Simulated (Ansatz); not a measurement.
Start from `CO[CH2][AlH][CH3]` and change one atom or group to get `CCOC`.

Ansatz, PBE0-D4/def2-TZVP geometries, multiplicity 1. Each molecule was computed in one conformer, which needn't be the lowest.

```
                                          property  `CO[CH2][AlH][CH3]`
               HOMO–LUMO gap (PBE/def2-TZVPP) / eV                 3.40
size of the dipole moment (ωB97M-V/def2-TZVPP) / D                 0.89
  size of the dipole moment (B3LYP/def2-TZVPP) / D                 0.87
                 LUMO energy (PBE/def2-TZVPP) / eV                -1.75
               HOMO energy (B3LYP/def2-TZVPP) / eV                -6.32
    size of the dipole moment (PBE/def2-TZVPP) / D                 0.78
```

(1) What does the change do to each property? (Best estimate.)

Answers

(1) Ansatz gave: 
```csv
property,`CCOC`,shift
HOMO–LUMO gap (PBE/def2-TZVPP) / eV,6.33,2.93
size of the dipole moment (ωB97M-V/def2-TZVPP) / D,1.13,0.24
size of the dipole moment (B3LYP/def2-TZVPP) / D,1.12,0.25
LUMO energy (PBE/def2-TZVPP) / eV,0.55,2.30
HOMO energy (B3LYP/def2-TZVPP) / eV,-7.14,-0.82
size of the dipole moment (PBE/def2-TZVPP) / D,1.01,0.23
```

With PBE0 the HOMO falls by 0.83 eV and the LUMO rises by 2.34 eV, so the gap widens by about 3.17 eV. PBE moves the HOMO by -0.63 eV and ωB97M-V by -0.96 eV. The zero-point energy changes by -7.4 kJ/mol with -6 modes. Dipoles are sizes alone; their direction can turn.

B3LYP here is the variant with VWN-RPA as its local correlation; programs differ in this.
